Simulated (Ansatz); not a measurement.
A made-up structure of Si₂H₂ClF, closed shell:

```csv
atom,x (Å),y (Å),z (Å)
F1,0.0162,-2.4818,-0.2519
Si2,-0.5079,-0.7930,-0.0907
Si3,0.9020,1.1237,0.0851
Cl4,-2.7771,-0.8443,-0.1945
H5,2.2694,0.7301,0.1878
H6,0.0973,2.2652,0.2641
```

It is relaxed with PBE-D4/def2-SVP and then PBE0-D4/def2-TZVP (Ansatz 0.2.0). Atoms count as bonded within 1.22 times the sum of their covalent radii (H–H: 0.88 Å). The end point is not checked to be a true minimum.

**Question.** Does its bonding change? (Judge from chemistry; the calculation decides.)

**Answer.** The calculation gives: No: no bond forms or breaks.

Where it ends: The first stage lowers the energy by 1.52 eV in 8 steps. It ends as Si₂H₂ClF ([F][Si]([SiH2])[Cl]):
```json
{"atom": "F1", "x (Å)": "0.0138", "y (Å)": "-2.2191", "z (Å)": "-0.1969"}
{"atom": "Si2", "x (Å)": "-0.4573", "y (Å)": "-0.7175", "z (Å)": "0.0088"}
{"atom": "Si3", "x (Å)": "0.8214", "y (Å)": "1.0513", "z (Å)": "-0.4472"}
{"atom": "Cl4", "x (Å)": "-2.4803", "y (Å)": "-0.7562", "z (Å)": "-0.1675"}
{"atom": "H5", "x (Å)": "2.0210", "y (Å)": "0.6357", "z (Å)": "0.3563"}
{"atom": "H6", "x (Å)": "0.0814", "y (Å)": "2.0058", "z (Å)": "0.4465"}
```

Labels in which every atom is bracketed show which atoms are joined, not bond orders.

For scale, one of the runs: PBE0-D4/def2-TZVP relaxation, 154 basis functions, launched by `ansatz run in.yaml --threads 2 --pin off --events-out ev --progress --plain --max-ram 4352MiB`. The run took about 31 s on 2 CPU threads of an Arm Neoverse V1 (shared host).
